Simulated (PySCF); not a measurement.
**Excitation energy of Ta by level of theory**

Ta [Xe] 4f14 5d3 6s2 (4F) → Ta [Xe] 4f14 5d5 (6S), as a difference of total energies. All numbers are calculated (PySCF 2.14, a scalar-relativistic core potential, in aug-cc-pwCVDZ-PP with ECP60MDF). Correlated levels: valence and next inner shell: nothing frozen outside the core potential. The calculations carry no spin-orbit coupling.

```json
{"method": "UHF", "excitation energy (cm⁻¹)": "24131"}
{"method": "MP2 (valence and next inner shell)", "excitation energy (cm⁻¹)": "27649"}
{"method": "SCS-MP2 (valence and next inner shell)", "excitation energy (cm⁻¹)": "32853"}
{"method": "CCSD (valence and next inner shell)", "excitation energy (cm⁻¹)": "28880"}
{"method": "CCSD(T) (valence and next inner shell)", "excitation energy (cm⁻¹)": "29504"}
```
